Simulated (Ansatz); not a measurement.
Basis sets compared for Cs₄Cl₄ (the lowest singlet isomer of a short search). Total charge 0; singlet. Geometry PBE0-D4/def2-SVP. Ansatz on 4 threads of Arm Neoverse N1 on a shared host; times are rough, and most runs start from earlier orbitals.

Cartesian coordinates in Å:
```
Cs -1.020 2.643 0.672
Cs 2.912 0.022 0.126
Cs -1.041 -1.951 1.895
Cs -0.851 -0.715 -2.694
Cl 0.974 -2.522 -0.640
Cl 0.813 0.680 2.571
Cl -2.779 -0.020 -0.121
Cl 0.992 1.862 -1.810
```

In the def2 sets Cs takes a core potential; there is no spin–orbit coupling. The structure comes from a short search, and lower isomers may exist.

Binding counts from free atoms (Cs doublet, Cl doublet) in the same basis, without a counterpoise term.

| level | functions | energy (Eh) | HOMO (eV) | LUMO (eV) | binding per atom (eV) | wall time |
| --- | --- | --- | --- | --- | --- | --- |
| PBE-D4/def2-SVP | 168 | -1920.6251 | -5.31 | -1.00 | 2.89 | 8 s |
| PBE-D4/def2-TZVP | 264 | -1921.2524 | -5.51 | -0.95 | 2.82 | 13 s |
| r2SCAN-D4/def2-TZVP | 264 | -1921.9119 | -5.79 | -0.35 | 2.89 | 27 s |
| PBE0-D4/def2-SVP | 168 | -1920.7619 | -6.60 | -0.53 | 2.88 | 11 s |
| PBE0-D4/def2-TZVP | 264 | -1921.3796 | -6.81 | -0.48 | 2.82 | 21 s |

(1) Estimate the rows for PBE-D4/def2-TZVPD, r2SCAN-D4/def2-TZVPD, PBE0-D4/def2-TZVPD.

## Answers

(1) 
| level | functions | energy (Eh) | HOMO (eV) | LUMO (eV) | binding per atom (eV) | wall time |
| --- | --- | --- | --- | --- | --- | --- |
| PBE-D4/def2-TZVPD | 312 | -1921.2565 | -5.52 | -0.94 | 2.82 | 17 s |
| r2SCAN-D4/def2-TZVPD | 312 | -1921.9158 | -5.78 | -0.34 | 2.90 | 38 s |
| PBE0-D4/def2-TZVPD | 312 | -1921.3837 | -6.81 | -0.47 | 2.83 | 27 s |
